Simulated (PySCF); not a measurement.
## A small calculation by hand: entropy of an ideal gas

BCl₂Br, SMILES ClB(Cl)Br.

Geometry optimised at PBE0-D3(BJ)/def2-SVP.

PBE0-D3(BJ)/def2-SVP run with PySCF 2.14.0 gives the harmonic wavenumbers 211, 225, 417, 430, 918, 996 cm⁻¹ and the rotational temperatures 0.1507, 0.0829, 0.0535 K. The molar mass is 161.61 g/mol, the symmetry number 2, the spin multiplicity 1.

Work out the entropy at 298.15 K and 1 atm in the rigid-rotor, harmonic-oscillator model.


Translation (Sackur–Tetrode at 1 atm): S = R[1.5 ln M + 2.5 ln T − 1.16487] = 172.2 J/(mol K).
Rotation: q = (√π/σ) T^1.5/√(θA θB θC) = 176000, S = R[ln q + 3/2] = 112.9 J/(mol K).
Vibration: with u = 1.4388 ν/T, each mode gives R[u/(e^u − 1) − ln(1 − e^−u)]:
```json
[
 {"ν (cm⁻¹)": "211", "modes": "1", "u": "1.02", "S (J/(mol K))": "8.51"},
 {"ν (cm⁻¹)": "225", "modes": "1", "u": "1.09", "S (J/(mol K))": "8.03"},
 {"ν (cm⁻¹)": "417", "modes": "1", "u": "2.01", "S (J/(mol K))": "3.77"},
 {"ν (cm⁻¹)": "430", "modes": "1", "u": "2.08", "S (J/(mol K))": "3.59"},
 {"ν (cm⁻¹)": "918", "modes": "1", "u": "4.43", "S (J/(mol K))": "0.54"},
 {"ν (cm⁻¹)": "996", "modes": "1", "u": "4.81", "S (J/(mol K))": "0.40"}
]
```
These are all the modes. Sum 24.9 J/(mol K).
Spin: R ln 1 = 0.0 J/(mol K).
Total 309.9 J/(mol K); the program's own thermochemistry gives 309.9. Translation makes up 56 % and vibration 8 %. Anharmonicity, hindered rotation and orbital degeneracy are left out.
